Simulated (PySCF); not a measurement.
## Excited states of Ge(2+) (germanium, charge +2)

Ground state [Ar] 3d10 4s2, ¹S. Computed with PySCF 2.14 in x2c-SVPall with two added diffuse shells each of s, p, d type (7s6p5d, 50 functions), with scalar relativity by spin-free X2C-1e. Vertical excitation energies in eV without spin-orbit coupling; excited terms of each kind are numbered among those the solver found. Frozen: [Ar].

```json
{"term": "1 3P°", "leading excitation": "4s → p", "EOM-EE-CCSD": "7.439"}
{"term": "1 1P°", "leading excitation": "4s → p", "EOM-EE-CCSD": "11.455"}
{"term": "1 3S", "leading excitation": "4s → s", "EOM-EE-CCSD": "19.188"}
{"term": "1 1S", "leading excitation": "4s → s", "EOM-EE-CCSD": "19.799"}
{"term": "1 3D", "leading excitation": "4s → d", "EOM-EE-CCSD": "19.884"}
{"term": "1 1D", "leading excitation": "4s → d", "EOM-EE-CCSD": "22.189"}
{"term": "2 3P°", "leading excitation": "4s → p", "EOM-EE-CCSD": "22.267"}
{"term": "2 1P°", "leading excitation": "4s → p", "EOM-EE-CCSD": "22.590"}
{"term": "2 3S", "leading excitation": "4s → s", "EOM-EE-CCSD": "25.688"}
{"term": "2 1S", "leading excitation": "4s → s", "EOM-EE-CCSD": "25.916"}
{"term": "2 3D", "leading excitation": "4s → d", "EOM-EE-CCSD": "26.064"}
{"term": "2 1D", "leading excitation": "4s → d", "EOM-EE-CCSD": "26.456"}
```

Only the lower part of the computed list is shown. Doubly excited terms such as np² are absent. The solver can miss terms. Rydberg members are limited by the diffuse functions of the basis.
